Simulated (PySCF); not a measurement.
Method: PySCF energies plus ideal-gas RRHO corrections (1 bar). The comparison is the NASA 1993 polynomial table, which mixes measured and estimated data. All species are closed-shell singlets. I: scalar-relativistic def2 core potential, no spin-orbit coupling. The harmonic model lacks anharmonicity and excited electronic states, which grow with temperature; levels with a mode under 35 cm⁻¹ are left out. Soft modes under 120 cm⁻¹ make the harmonic entropy rough for SiI₂. The table's entry may be an old estimate for SiI₂ (not checked at source).

Harmonic frequencies at PBE0/def2-TZVP (cm⁻¹): 87, 342, 348. Point group C2v; S°(298 K) = 321.8 J/mol/K at this level.

Task: Work out Cp and S° of gaseous SiI₂ at 500, 800, 1200, 1600, 2000 K from these, and set them beside the table.

Result: 
```csv
T (K),Cp PBE0/def2-TZVP,Cp table,S° PBE0/def2-TZVP,S° table
500,56.9,56.9,350.8,349.9
800,57.7,57.6,377.7,376.8
1200,58.0,57.9,401.1,400.3
1600,58.1,58.1,417.8,416.9
2000,58.1,58.1,430.8,429.9
```
Units J/mol/K.
